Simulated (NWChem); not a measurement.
System meant: CH3FN2Sr

Input file for NWChem:

```
start job
memory heap 200 mb stack 900 mb global 1100 mb
geometry units angstroms noautoz
  Sr    -0.192351     0.712249    -0.000650
  F     -1.016130     2.680456    -0.002827
  C     -0.272225    -2.135299    -0.000591
  N     -0.235510    -1.491436    -1.157490
  N     -0.242162    -1.491141     1.156459
  H     -0.333727    -3.244596    -0.000661
  H     -0.279753    -2.123913    -1.948463
  H     -0.290919    -2.123488     1.947453
end
basis spherical
  * library def2-svp
end
ecp
  Sr library def2-ecp
end
dft
  xc xpbe96 cpbe96
  iterations 4
  mulliken
end
task dft energy
```

End of the output:

```
    Atom       Charge   Shell Charges
 -----------   ------   -------------------------------------------------------
    1 Sr  10     9.46   0.81  1.04  0.26  0.10  5.37  0.79  0.19  0.63  0.27
    2 F    9     9.34   1.98  1.03  0.83  3.18  2.32  0.00
    3 C    6     5.94   1.96  0.60  0.28  1.84  1.07  0.19
    4 N    7     7.21   1.97  0.76  0.47  2.24  1.73  0.04
    5 N    7     7.21   1.97  0.76  0.47  2.24  1.73  0.04
    6 H    1     0.99   0.64  0.28  0.07
    7 H    1     0.93   0.60  0.21  0.13
    8 H    1     0.93   0.60  0.21  0.13

 center of mass
 --------------
 x =   0.03272501 y =  -0.21400463 z =   0.00000000

 moments of inertia (a.u.)
 ------------------
        1273.051136307449          -0.000001243662           0.000000000000
          -0.000001243662         187.448509977259           0.000000000000
           0.000000000000           0.000000000000        1138.121267734537

     Multipole analysis of the density
     ---------------------------------

     L   x y z        total         alpha         beta         nuclear
     -   - - -        -----         -----         ----         -------
     0   0 0 0      0.000000    -21.000000    -21.000000     42.000000

     1   1 0 0      0.811834      5.354319      5.354319     -9.896804
     1   0 1 0      1.262107    -13.983631    -13.983631     29.229370
     1   0 0 1     -0.000000     -0.000000     -0.000000      0.000000

     2   2 0 0    -29.702466    -19.381449    -19.381449      9.060432
     2   1 1 0     -4.113753     -5.120311     -5.120311      6.126868
     2   1 0 1      0.000000      0.000000      0.000000      0.000000
     2   0 2 0    -39.294428   -293.865374   -293.865374    548.436320
     2   0 1 1     -0.000000     -0.000000     -0.000000      0.000000
     2   0 0 2    -29.440792    -61.732668    -61.732668     94.024544

 ------------------------------------------------------------------------
 dft energy failed                                                                                  0
 ------------------------------------------------------------------------
 ------------------------------------------------------------------------
  current input line :
    24: task dft energy
 ------------------------------------------------------------------------
 ------------------------------------------------------------------------
 This type of error is most commonly associated with calculations not reaching convergence criteria
 ------------------------------------------------------------------------
 For more information see the NWChem manual at https://nwchemgit.github.io

0:dft energy failed:Received an Error in Communication
```

Question: Find the fault in this run and fix the input.

Answer: Convergence was not reached. Cause: the SCF was allowed too few iterations. This input runs:
```
start job
memory heap 200 mb stack 900 mb global 1100 mb
geometry units angstroms noautoz
  Sr    -0.192351     0.712249    -0.000650
  F     -1.016130     2.680456    -0.002827
  C     -0.272225    -2.135299    -0.000591
  N     -0.235510    -1.491436    -1.157490
  N     -0.242162    -1.491141     1.156459
  H     -0.333727    -3.244596    -0.000661
  H     -0.279753    -2.123913    -1.948463
  H     -0.290919    -2.123488     1.947453
end
basis spherical
  * library def2-svp
end
ecp
  Sr library def2-ecp
end
dft
  xc xpbe96 cpbe96
  iterations 150
  mulliken
end
task dft energy
```
It converges to -279.63416 Ha (PBE/def2-SVP with def2 effective core potentials on Sr).
